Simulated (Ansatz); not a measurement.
Task: Name a neutral molecule of B, C, Ga, N, S and H with ideal-gas entropy at 298 K and 1 bar (rigid rotor, harmonic PBE0-D4/def2-TZVP) between 368 and 384 J/(mol·K) and HOMO energy (PBE0/def2-TZVPP) between -6.80 and -6.50 eV (Ansatz, PBE0-D4/def2-TZVP geometry).

Result: `BC(S)/C=[N]\[GaH2]` (379 J/(mol·K), -6.73 eV). Other molecules can fit too; these were computed, each in one conformer that needn't be the lowest.
